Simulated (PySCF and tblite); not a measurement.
The numbers below are computed, except where a source is named.
System: C₆H₆Cl (charge +1), numbered as in [Cl:1][C+:2]1[CH:3]=[CH:4][CH2:5][CH:6]=[CH:7]1.

Level: PBE0/pcSseg-1 + D3(BJ) on B3LYP-D3(BJ)/def2-SVP stationary points, with GFN2-xTB thermal terms. Rates follow Eyring's equation with the number of equivalent paths and no tunnelling. Programs: tblite and PySCF.

Tunnelling of the moving H, left out here, will speed the real process. The ion is treated without a counter-ion.

Task: What barrier does the shift of H on C5 from C5 to C4 meet, and how fast is it at 298 K?

Result: The electronic barrier is 16.6 kcal/mol and ΔG‡(298 K) 14.8 kcal/mol, over a C1 saddle with an imaginary mode of 802i cm⁻¹ (GFN2-xTB). With 4 equivalent paths, k is 363 s⁻¹, a mean lifetime of the start of 2.8 ms against this motion. The end lies 7.0 kcal/mol above the start in free energy.
